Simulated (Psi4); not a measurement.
Br$_{2}$Ge, triplet, geometry from GFN2-xTB (the spin is typed, not shown lowest); WB97X/cc-pVDZ in Psi4 1.11.

The Psi4 input:
```
memory 2 GB

molecule {
0 3
  Ge    0.01662620    0.00626078    1.00353305
  Br    1.08727208   -1.65040649   -0.46661885
  Br   -1.10247318    1.64468236   -0.45089707
}

set basis cc-pvdz
set reference uks

energy('wb97x')
print_variables()
```

Output, abridged:

```
   => Loading Basis Set <=

    Name: CC-PVDZ
    Role: ORBITAL
    Keyword: BASIS

         ---------------------------------------------------------
                                   SCF
               by Justin Turney, Rob Parrish, Andy Simmonett
                          and Daniel G. A. Smith
                              UKS Reference
         ---------------------------------------------------------

  ==> Geometry <==

    Molecular point group: cs
    Full point group: Cs

    Geometry (in Angstrom), charge = 0, multiplicity = 3:

       Center              X                  Y                   Z               Mass
    ------------   -----------------  -----------------  -----------------  -----------------
         GE           0.003958632736    -0.996028786951     0.000000000000    73.921177761000
         BR           1.976314028778     0.474341861772     0.000000000000    78.918337600000
         BR          -1.980021998346     0.458617742477     0.000000000000    78.918337600000

  Running in cs symmetry.

  Rotational constants: A =      0.15655  B =      0.02729  C =      0.02324 [cm^-1]
  Rotational constants: A =   4693.22252  B =    818.23126  C =    696.75652 [MHz]
  Nuclear repulsion =  645.677305209821725

  Charge       = 0
  Multiplicity = 3
  Electrons    = 102
  Nalpha       = 52
  Nbeta        = 50

  ==> Algorithm <==

  SCF Algorithm Type is DF.
  DIIS enabled.
  MOM disabled.
  Fractional occupation disabled.
  Guess Type is SAD.
  Energy threshold   = 1.00e-06
  Density threshold  = 1.00e-06
  Integral threshold = 1.00e-12

  ==> Primary Basis <==

  Basis Set: CC-PVDZ
    Blend: CC-PVDZ
    Number of shells: 33
    Number of basis functions: 81
    Number of Cartesian functions: 87
    Spherical Harmonics?: true
    Max angular momentum: 2

  ==> DFT Potential <==

   => LibXC <=

    Version 7.1.2
    S. Lehtola, C. Steigemann, M. J. T. Oliveira, and M. A. L. Marques,  SoftwareX 7, 1–5 (2018) (10.1016/j.softx.2017.11.002)

   => Composite Functional: WB97X <=

    wB97X Hyb-GGA Exchange-Correlation Functional

    J.-D. Chai and M. Head-Gordon,  J. Chem. Phys. 128, 084106 (2008) (10.1063/1.2834918)

    Deriv               =              1
    GGA                 =           TRUE
    Meta                =          FALSE

    Exchange Hybrid     =           TRUE
    MP2 Hybrid          =          FALSE

   => Exchange-Correlation Functionals <=

    1.0000   wB97X range-separated functional

   => Exact (HF) Exchange <=

    0.8423            HF,LR [omega = 0.3000]
    0.1577               HF

   => LibXC Density Thresholds  <==

    XC_HYB_GGA_XC_WB97X:  1.00E-14

   => Molecular Quadrature <=

    Radial Scheme          =       TREUTLER
    Pruning Scheme         =           NONE
    Nuclear Scheme         =       TREUTLER

    Blocking Scheme        =         OCTREE
    BS radius alpha        =              1
    Pruning alpha          =              1
    Radial Points          =             75
    Spherical Points       =            302
    Total Points           =          62238
    Total Blocks           =            545
    Max Points             =            256
    Max Functions          =             81
    Weights Tolerance      =       1.00E-15

   => Loading Basis Set <=

    Name: (CC-PVDZ AUX)
    Role: JKFIT
    Keyword: DF_BASIS_SCF

  ==> Integral Setup <==

  SCF_SUBTYPE=INCORE selected. In-core MEM_DF algorithm will be used.
  Using in-core AOs.

  ==> MemDFJK: Density-Fitted J/K Matrices <==

    J tasked:                   Yes
    K tasked:                   Yes
    wK tasked:                  Yes
    Omega:                3.000E-01
    Algorithm:                 Core
    Schwarz Cutoff:           1E-12
    Mask sparsity (%):       0.9450
    Fitting Condition:        1E-10

   => Auxiliary Basis Set <=

  Basis Set: (CC-PVDZ AUX)
    Blend: CC-PVDZ-JKFIT
    Number of shells: 141
    Number of basis functions: 513
    Number of Cartesian functions: 627
    Spherical Harmonics?: true
    Max angular momentum: 3

  Minimum eigenvalue in the overlap matrix is 2.0515709033E-02.
  Reciprocal condition number of the overlap matrix is 7.3539052317E-03.
    Using symmetric orthogonalization.

  ==> Pre-Iterations <==

  SCF Guess: Superposition of Atomic Densities via on-the-fly atomic UHF (no occupation information).

   -------------------------
    Irrep   Nso     Nmo
   -------------------------
     A'        57      57
     A"        24      24
   -------------------------
    Total      81      81
   -------------------------

  ==> Iterations <==

                           Total Energy        Delta E     RMS |[F,P]|

   @DF-UKS iter SAD: -7218.06517170521511   -7.21807e+03   0.00000e+00
   @DF-UKS iter   1: -7224.40355123103018   -6.33838e+00   1.84709e-02 ADIIS/DIIS
   @DF-UKS iter   2: -7224.87963033333017   -4.76079e-01   9.42479e-03 ADIIS/DIIS
   @DF-UKS iter   3: -7225.00521909415784   -1.25589e-01   1.75941e-03 ADIIS/DIIS
   @DF-UKS iter   4: -7225.01275539691596   -7.53630e-03   5.01419e-04 ADIIS/DIIS
   @DF-UKS iter   5: -7225.01407313994241   -1.31774e-03   1.52190e-04 ADIIS/DIIS
   @DF-UKS iter   6: -7225.01453840158138   -4.65262e-04   8.81287e-05 DIIS
   @DF-UKS iter   7: -7225.01474568549111   -2.07284e-04   4.43870e-05 DIIS
   @DF-UKS iter   8: -7225.01480552844896   -5.98430e-05   2.30329e-05 DIIS
   @DF-UKS iter   9: -7225.01482185977784   -1.63313e-05   8.18945e-06 DIIS
   @DF-UKS iter  10: -7225.01482363521245   -1.77543e-06   2.01545e-06 DIIS
   @DF-UKS iter  11: -7225.01482371094335   -7.57309e-08   5.67682e-07 DIIS
  Energy and wave function converged.

  ==> Post-Iterations <==

   Electrons on quadrature grid:
      Nalpha   =   51.9999751235 ; deviation = -2.488e-05
      Nbeta    =   49.9999735474 ; deviation = -2.645e-05
      Ntotal   =  101.9999486709 ; deviation = -5.133e-05

   @Spin Contamination Metric:   1.682746737E-02
   @S^2 Expected:                2.000000000E+00
   @S^2 Observed:                2.016827467E+00
   @S   Expected:                1.000000000E+00
   @S   Observed:                1.000000000E+00

    Orbital Energies [Eh]
    ---------------------

    Alpha Occupied:

[...]
      15App   -0.281134

    Alpha Virtual:

[...]
    Beta Occupied:

[...]
    Beta Virtual:

[...]
      57Ap     1.131785

    Final Occupation by Irrep:
             Ap   App
    DOCC [    36,   14 ]
    SOCC [     1,    1 ]
    NA   [    37,   15 ]
    NB   [    36,   14 ]

  @DF-UKS Final Energy: -7225.01482371094335

   => Energetics <=

    Nuclear Repulsion Energy =            645.6773052098217249
    One-Electron Energy =              -11344.6319830003558309
    Two-Electron Energy =                3681.0726982516707722
    DFT Exchange-Correlation Energy =    -207.1328441720793592
    Empirical Dispersion Energy =           0.0000000000000000
    VV10 Nonlocal Energy =                  0.0000000000000000
    Total Energy =                      -7225.0148237109433467

  UHF NO Occupations:
  HONO-2 :   36 Ap 1.9946221
  HONO-1 :   37 Ap 1.0000000
  HONO-0 :   15App 1.0000000
  LUNO+0 :   38 Ap 0.0053779
  LUNO+1 :   39 Ap 0.0022197
  LUNO+2 :   16App 0.0003829
  LUNO+3 :   40 Ap 0.0001299

Computation Completed

Properties will be evaluated at   0.000000,   0.000000,   0.000000 [a0]

Properties computed using the SCF density matrix

 Multipole Moments:

 ------------------------------------------------------------------------------------
     Multipole            Electronic (a.u.)      Nuclear  (a.u.)        Total (a.u.)
 ------------------------------------------------------------------------------------

 L = 1.  Multiply by 2.5417464519 to convert [e a0] to [Debye]
 Dipole X            :          0.0081308           -0.0058632            0.0022675
 Dipole Y            :         -2.0457720            1.4752430           -0.5705290
 Dipole Z            :          0.0000000            0.0000000            0.0000000
 Magnitude           :                                                    0.5705335

 ------------------------------------------------------------------------------------

  Variable Map:
  ----------------------------------------------------------------------------
[...]
  Array Variable Map:
  ----------------------------------------------------------------------------
[...]
[...]
```
